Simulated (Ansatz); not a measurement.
CH$_{6}$OZn, singlet: at the start structure of a reaction step.

Input (in.yaml):

```yaml
crystal:
  periodic: [false, false, false]
  atoms:
    - {symbol: Zn, position_ang: [-0.162129, 0.342994, -1.024990]}
    - {symbol: H, position_ang: [-0.065104, -0.134271, -2.505947]}
    - {symbol: C, position_ang: [-0.323744, 1.319962, 0.663477]}
    - {symbol: H, position_ang: [0.684353, -2.386238, -0.748806]}
    - {symbol: O, position_ang: [0.243526, -1.795463, -0.132497]}
    - {symbol: H, position_ang: [-1.092341, 0.868539, 1.298449]}
    - {symbol: H, position_ang: [-0.591499, 2.368743, 0.514453]}
    - {symbol: H, position_ang: [0.617915, 1.299792, 1.221942]}
    - {symbol: H, position_ang: [0.689224, -1.884057, 0.714018]}
basis:
  gaussian: {orbitals: def2-SVP}
hamiltonian: {xc: {name: wB97M-V}}
```

Launched with

```bash
ansatz run in.yaml --threads 4 --pin off --events-out ev --progress --plain --max-ram 9574MiB
```

The run's output (Ansatz 0.2.0):

```
Functional definition: wB97M-V
  name "wB97M-V"
  cite "Mardirossian & Head-Gordon, J. Chem. Phys. 144, 214110 (2016) doi:10.1063/1.4952647"
  cite "Becke, J. Chem. Phys. 107, 8554 (1997) doi:10.1063/1.475007"
  cite "Vydrov & Van Voorhis, J. Chem. Phys. 133, 244103 (2010) doi:10.1063/1.3521275"
  # Of w^i u^j: cxij and so on, Table III.
  parameter omega = 0.3/bohr
  parameter cx = 0.15
  parameter cx01 = 1.007
  parameter cx10 = 0.259
  parameter css00 = 0.443
  parameter css04 = -1.437
  parameter css10 = -4.535
  parameter css20 = -3.390
  parameter css43 = 4.278
  parameter cos00 = 1.000
  parameter cos10 = 1.358
  parameter cos20 = 2.924
  parameter cos21 = -8.812
  parameter cos60 = -1.390
  parameter cos61 = 9.142
  parameter b = 6.0
  parameter c = 0.01
  gx(w, u) = 1 - cx + cx01*u + cx10*w
  gss(w, u) = css00 + css04*u^4 + css10*w + css20*w^2 + css43*w^4*u^3
  gos(w, u) = cos00 + cos10*w + (cos20 + cos21*u)*w^2 + (cos60 + cos61*u)*w^6
  exchange = spin_sum(e_x_unif_sr(omega)*gx(b97_w, b97_u_x)) + cx*exact_x_sr(omega) + exact_x_lr(omega)
  correlation = spin_sum(e_c_pw_mod_same_spin*gss(b97_w, b97_u_same))
      + integral(e_c_pw_mod_opposite_spin*gos(b97_w_opposite, b97_u_opposite)) + vv10(b, c)
888 factors; integrals over basis functions are off by at most 1.3e-3 eV
215 factors; integrals over basis functions are off by at most 2.4e-5 eV
mean field evaluation 1: about -51581.7341 eV, gradient 5.4e1 eV
mean field evaluation 2: about -51582.7555 eV, gradient 5.2e1 eV
mean field evaluation 4: about -51587.4445 eV, gradient 1.9e0 eV
mean field evaluation 8: about -51587.5754 eV, gradient 7.8e-2 eV
mean field evaluation 16: about -51587.5754 eV, gradient 7.8e-5 eV
mean field -51587.57541269 eV, -1895.8084291017 hartree, gradient 7.8e-5 eV, S^2 0.000000; 0 other end points of the search recorded, 0 dependent functions left out
reference -51587.57546520 eV, -1895.8084310316 hartree; 25, 25 occupied and 64, 64 virtual orbitals, 888 factors
Total energy: -51587.57546520 eV, -1895.8084310316 hartree
```

Hardware: 4 CPU threads of an Arm Neoverse V1, shared host. Wall time about 3.5 s.
